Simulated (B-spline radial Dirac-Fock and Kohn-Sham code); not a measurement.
Zn²⁺ 3p3/2: cross section and angular parameters

System: Zn²⁺ in the configuration 1s2 2s2 2p6 3s2 3p6 3d10; threshold 112.1 eV (orbital energy of the model). These are calculated numbers from a radial B-spline solver; the model is Dirac-Hartree-Slater photoionisation with a Latter tail; cross sections with all multipoles, angular parameters from the dipole term and its interference with E2.

For linearly polarised light dσ/dΩ = σ/(4π) [1 + β P₂(cos θ) + (δ + γ cos²θ) sin θ cos φ], with θ from the polarisation vector and φ the angle between the beam and the projection of the electron momentum on the plane normal to the polarisation.

| hν (eV) | σ (kb) | β | γ | δ |
| --- | --- | --- | --- | --- |
| 171 | 483 | 0.495 | 0.132 | 0.041 |
| 175 | 491 | 0.565 | 0.142 | 0.038 |
| 197 | 512 | 0.859 | 0.173 | 0.024 |
| 241 | 494 | 1.182 | 0.150 | 0.009 |
| 640 | 150 | 1.621 | -0.010 | 0.002 |
| 736 | 116 | 1.627 | 0.016 | 0.004 |
| 1000 | 62.4 | 1.613 | 0.114 | 0.007 |
| 1253.6 | 37.8 | 1.584 | 0.214 | 0.010 |
| 1530 | 23.6 | 1.548 | 0.319 | 0.014 |
| 1770 | 16.5 | 1.514 | 0.403 | 0.018 |
| 1880 | 14.2 | 1.499 | 0.439 | 0.020 |
| 2000 | 12.1 | 1.482 | 0.477 | 0.022 |
| 2900 | 4.48 | 1.366 | 0.714 | 0.039 |
| 2980 | 4.16 | 1.356 | 0.732 | 0.040 |
| 2984.4 | ? | ? | ? | ? |
| 3420 | 2.83 | 1.305 | 0.821 | 0.049 |
| 6000 | 0.534 | 1.070 | 1.179 | 0.103 |
| 7540 | 0.261 | 0.964 | 1.315 | 0.135 |
| 7880 | 0.226 | 0.943 | 1.340 | 0.142 |
| 8047.8 | 0.211 | 0.933 | 1.351 | 0.146 |
| 9251.7 | 0.135 | 0.866 | 1.425 | 0.170 |
| 11800 | 0.0601 | 0.750 | 1.541 | 0.219 |
| 12000 | 0.0568 | 0.742 | 1.548 | 0.223 |
| 12200 | 0.0538 | 0.734 | 1.556 | 0.227 |
| 12600 | 0.0482 | 0.718 | 1.570 | 0.234 |

Question: Give the values at Ag Lα (2984.4 eV).

Answer: σ = 4.14 kb, β = 1.355, γ = 0.733, δ = 0.041.
